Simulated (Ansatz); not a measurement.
TiO2, relaxed as a quintet with UKS r2SCAN-D4/def2-TZVP in Ansatz, starting from the r2SCAN-D4/def2-TZVP geometry of the neutral singlet. Force threshold 0.02 eV/Å.

The structure holds one bond between oxygen atoms, so isomers without such links may lie far lower. At r2SCAN-D4/def2-TZVP a triplet of charge 0 lies 1.39 eV below the quintet, each at its own geometry. The structure comes from a short search, and lower isomers may exist.

Start:

```xyz
3

Ti   -0.3540   -1.0207   -0.0563
O    -0.2991    0.7041   -0.4903
O     0.6531    0.3167    0.5466
```

```csv
step,energy (eV),largest force component (eV/Å),SCF passes
1,-27202.6143,10.203,210
2,-27203.8705,3.731,67
3,-27204.1508,0.875,62
4,-27204.1773,0.089,63
5,-27204.1775,0.071,65
6,-27204.1776,0.000,66
```

Force components are those of the run's own axes.

End:

Cartesian coordinates in Å:
```
Ti -0.419 -1.209 -0.067
O -0.220 0.779 -0.434
O 0.639 0.430 0.501
```

By distances, no bond broke or formed. The bond that changes most is Ti1–O3, from 1.78 to 2.03 Å (atoms count from 1).

No frequencies were taken in this run, so the end may be a saddle point.

Hardware: 4 threads of Arm Neoverse V1 on a shared host. Wall time 58 s.
